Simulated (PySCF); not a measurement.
# Solvent effects on NMR parameters

Numbering as in the mapped SMILES `[CH3:1][B:2]([CH3:3])[c:4]1[cH:5][c:6]([B:7]([Cl:8])[Cl:9])[cH:10][s:11]1`. Each H is labelled by its parent atom.

GIAO PBE0/pcSseg-1 in PySCF on one PBE0-D3(BJ)/def2-SVP conformer, non-relativistic, equivalent nuclei averaged. Solvents enter as an IEF-PCM continuum (chloroform with ε = 4.7, methanol with ε = 32.6) around the gas-phase geometry. Shifts are referred to TMS, BF3·OEt2, CS2 computed in the same medium.

In chloroform, δ in ppm: C10 165.1, C4 156.8, C5 152.4, C6 145.1, C1/C3 12.7, B2 71.9, B7 51.8, S11 286.2, H(C10) 8.81, H(C5) 8.48, H(C1)/H(C3) 1.35. Dipole moment 2.25 D.

**Question.** How does each δ change in the more polar medium?

**Answer.** 
| atoms | environment | Δδ, methanol |
| --- | --- | --- |
| C10 | aromatic CH next to the ring sulfur | +1.2 |
| C4 | substituted aromatic carbon next to the ring sulfur | +0.2 |
| C5 | aromatic CH | +0.4 |
| C6 | substituted aromatic carbon | 0.0 |
| C1/C3 | methyl carbon bonded to B | +0.2 |
| B2 | boron bonded to 3 C | +0.2 |
| B7 | boron bonded to C, 2 Cl | +0.1 |
| S11 | aromatic ring sulfur | +0.8 |
| H(C10) | hydrogen on an aromatic CH next to the ring sulfur | +0.10 |
| H(C5) | hydrogen on an aromatic CH | +0.04 |
| H(C1)/H(C3) | hydrogen on a methyl carbon bonded to B | +0.01 |

Changes are relative to chloroform. The dipole moment becomes 2.35 D in methanol.

**Question.** Which nuclei move most (in ppm), and what does the model miss?

**Answer.** C10 (aromatic CH next to the ring sulfur, +1.2 ppm) in methanol. A continuum only polarises the solute; specific hydrogen bonds, the anisotropy of aromatic solvents and changes of geometry or conformer are outside it.
